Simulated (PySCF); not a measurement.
These 4 structures share the formula C6H9F3N (doublet state). Computed, not measured: PBE0-D3(BJ)/def2-SVP geometry optimisation, gas phase (PySCF). One conformer each; no zero-point energy, no entropy. No frequencies were run at this level. Point groups hold within 0.08 Å. The open-shell SCF solutions weren't tested for stability.

Question: Rank from lowest to highest electronic energy at this level (kcal/mol).
A. `[F:1][C:2]([F:3])([F:4])[C:5]1[CH2:6][CH2:7][CH2:8][CH2:9][NH:10]1` (doublet state) with C2–C5–C6–C7 -171°, C5–C6–C7–C8 -50°, C6–C7–C8–C9 58°, C7–C8–C9–N10 -54°
B. `[F:1][C:2]([F:3])([F:4])[C@@H:5]1[CH2:6][CH2:7][CH2:8][CH:9][NH:10]1` (doublet state) with C2–C5–C6–C7 -177°, C5–C6–C7–C8 51°, C6–C7–C8–C9 -50°, C7–C8–C9–N10 54°
C. `[F:1][C:2]([F:3])([F:4])[C@@H:5]1[CH2:6][CH2:7][CH2:8][CH2:9][N:10]1` (doublet state) with C2–C5–C6–C7 -179°, C5–C6–C7–C8 52°, C6–C7–C8–C9 -52°, C7–C8–C9–N10 56°
D. `[F:1][C:2]([F:3])([F:4])[C@H:5]1[CH2:6][CH:7][CH2:8][CH2:9][NH:10]1` (doublet state) with C2–C5–C6–C7 172°, C5–C6–C7–C8 -43°, C6–C7–C8–C9 43°, C7–C8–C9–N10 -47°

Answer: A (0.0), C (9.7), D (12.1), B (14.1).

Neighbours under 5.0 kcal/mol apart (FC(F)(F)[C@@H]1CCCC[N]1 and FC(F)(F)[C@H]1C[CH]CCN1; FC(F)(F)[C@H]1C[CH]CCN1 and FC(F)(F)[C@@H]1CCC[CH]N1) can change places with a better method, another conformer or zero-point energy. All arise from one parent by loss of a hydrogen atom (FC(F)(F)[C]1CCCCN1: H removed from sp3 C; FC(F)(F)[C@@H]1CCCC[N]1: H removed from N; FC(F)(F)[C@H]1C[CH]CCN1: H removed from sp3 C; FC(F)(F)[C@@H]1CCC[CH]N1: H removed from sp3 C), so the differences are those of the electronic X–H dissociation energies at this level.

```tsv
SMILES	E (Eh)	E rel (kcal/mol)	dipole (D)	point group	A, B, C (MHz)	⟨S²⟩
FC(F)(F)[C]1CCCCN1	-587.27749	0.0	3.24	C1	2539, 893.8, 769.5	0.754
FC(F)(F)[C@@H]1CCCC[N]1	-587.26199	9.7	3.76	C1	2579, 907.6, 788.9	0.754
FC(F)(F)[C@H]1C[CH]CCN1	-587.25814	12.1	2.69	C1	2584, 913.3, 789.6	0.755
FC(F)(F)[C@@H]1CCC[CH]N1	-587.25506	14.1	2.80	C1	2603, 909.4, 792.7	0.754
```

Question: How do the relative energies change in single points at B3LYP/IGLO-III on C F N, pcH-1 on H (no added dispersion term) on the same geometries?

Answer: 
```
                  SMILES  PBE0-D3(BJ)/def2-SVP (kcal/mol)  B3LYP/IGLO-III on C F N, pcH-1 on H (kcal/mol)  shift
      FC(F)(F)[C]1CCCCN1                              0.0                                             0.0    0.0
 FC(F)(F)[C@@H]1CCCC[N]1                              9.7                                             8.1   -1.6
 FC(F)(F)[C@H]1C[CH]CCN1                             12.1                                            12.9   +0.8
FC(F)(F)[C@@H]1CCC[CH]N1                             14.1                                            15.1   +1.0
```

Each column counts from its own lowest isomer. The order is unchanged; the largest shift is 1.6 kcal/mol.
